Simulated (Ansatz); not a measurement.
Consider the atomization: `NCN[SiH3]` → C• + 8 H• + 2 N• + Si•.

Program: Ansatz. Geometries: PBE0-D4/def2-TZVP. ΔE: electronic, gas phase. CCSD(T)/CBS is the MP2 limit (def2-TZVPP, def2-QZVPP) plus CCSD(T) − MP2 in def2-TZVPP, frozen cores. This one scheme is used for every species, atoms too. DFT in def2-TZVPP. Open shells (•) are unrestricted, without spin–orbit coupling. Spin–orbit coupling would lower the free atoms: a little for C, Si. One conformer a species, not always the lowest.

| species | PBE-D4 energy (Eh) |
| --- | --- |
| `NCN[SiH3]` | -441.65212 |
| C• | -37.79597 |
| H• | -0.49962 |
| N• | -54.53214 |
| Si• | -289.22289 |

Work out ΔE.

ΔE = 8 × (-0.49962) + 2 × (-54.53214) + (-37.79597) + (-289.22289) − (-441.65212) = 1.57202 Eh = +42.78 eV. CCSD(T)/CBS gives +42.26 eV.

Largest T1 diagnostic among the species: 0.012.

In def2-TZVPP, CCSD(T) changes the Hartree–Fock value by +11.26 eV (the triples alone add +0.53 eV) and MP2 by +11.43 eV; breaking electron pairs costs correlation energy, which Hartree–Fock lacks. The D4 term adds +0.33 eV with B3LYP and +0.18 eV with PBE0; it sums over pairs of atoms, weighted by their polarisabilities, and B3LYP, whose exchange is more repulsive, gets the larger term.

B3LYP here is the variant with VWN-RPA as its local correlation; programs differ in this.

For atomizations the MP2-based limit and the directly extrapolated one differ by several kJ/mol either way, and by 10 to 25 for some Ge, Se and Sn compounds, so smaller differences from it don't rank the levels.
